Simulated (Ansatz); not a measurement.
(KBr)2 ring (K₂Br₂). Total charge 0; singlet. Geometry B3LYP-D4/def2-SVP; atoms count from 1.

Cartesian coordinates in Å:
```
K 0.039 -1.698 1.112
Br 1.897 0.724 1.040
K -0.039 1.698 -1.112
Br -1.897 -0.724 -1.040
```

Estimate the Mulliken populations from the PBE0/def2-TZVP orbitals of Ansatz.


```csv
atom,charge (e)
K1,0.74
Br2,-0.74
K3,0.74
Br4,-0.74
```
Mulliken values depend strongly on the basis.
